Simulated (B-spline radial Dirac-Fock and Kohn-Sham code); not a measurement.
Binding energies of Pd³³⁺ at several levels of theory

System: Pd³³⁺ in the configuration [Ne] 3s2 3p1.

The density-functional columns are spherical, spin-unpolarised Dirac-Kohn-Sham results without Breit or QED terms: −ε is minus the orbital energy of the initial state and ΔSCF the difference of two total energies. The reference in the last column comes from ΔSCF Dirac-Fock with Breit, self-energy and vacuum polarisation, finite nucleus, configuration average. All numbers are from a radial finite-basis atomic code, in eV; a selection of levels is shown. The Kohn-Sham columns are given as differences from the reference. For the 1s level of heavy atoms much of the gap between ΔSCF and the reference is the Breit and QED part, -73.1 eV here; for other levels the error of the functional can be larger.

```csv
level,LDA −ε − DF,LDA ΔSCF − DF,Dirac-Fock
1s,-274.2,+67.3,26262.4
2s,-119.4,-36.3,5414.6
2p1/2,-88.4,+10.0,5154.0
2p3/2,-90.1,+4.5,4991.2
3s,-26.8,+7.2,2107.6
3p,-33.6,+1.8,2007.3
```

Values without a named source are computed, but for edge energies of neutral atoms, which are taken from tables.
